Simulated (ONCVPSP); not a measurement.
Transferability test, ONCV potential for molybdenum

```
Element                 : Mo
Generator               : ONCVPSP 4.0.1
Type                    : optimised norm-conserving Vanderbilt (ONCV)
Functional              : LDA (Perdew-Wang 92)
Relativity              : scalar-relativistic
Frozen core             : [Ar] 3d10
Valence charge          : 14
Reference configuration : 4s2 4p6 4d4 5s2
Partial waves           : 4s+5s: rc 1.75 bohr, ncon 5, nbas 10, qcut 7.5 1/bohr, 2 projectors; 4p: rc 2.05 bohr, ncon 4, nbas 7, qcut 7.4 1/bohr, 2 projectors, debl 3.6 Ha; 4d: rc 1.85 bohr, ncon 4, nbas 9, qcut 10.2 1/bohr, 2 projectors, debl 2.5 Ha
Local potential         : polynomial inside 1.70 bohr (lpopt 5, dvloc0 6 Ha)
Core correction         : Teter function fitted to the true core (icmod 2), fcfact 0.5
```

Energies are relative to the spin-unpolarised reference configuration 4s2 4p6 4d4 5s2; without spin polarisation the order of configurations can differ from experiment.

Problem. Give the all-electron excitation energy and the error of the potential for: 4s2 4p6 4d5 5s1; 4s2 4p6 4d5 5s0; 4s2 4p6 4d4 5s0; 4s2 4p6 4d3 5s0.

Solution.

| valence configuration | charge | ΔE all-electron (eV) | error AE − PS (meV) |
| --- | --- | --- | --- |
| 4s2 4p6 4d5 5s1 | 0 | -0.144 | -2.5 |
| 4s2 4p6 4d5 5s0 | +1 | 7.034 | -5.1 |
| 4s2 4p6 4d4 5s0 | +2 | 22.735 | -4.9 |
| 4s2 4p6 4d3 5s0 | +3 | 49.697 | -2.4 |

Levels in the configuration 4s2 4p6 4d4 5s0:

```
level  all-electron (eV)  pseudo (eV)
   4s            -82.874      -82.897
   4p            -56.899      -56.912
   4d            -21.057      -21.057
```
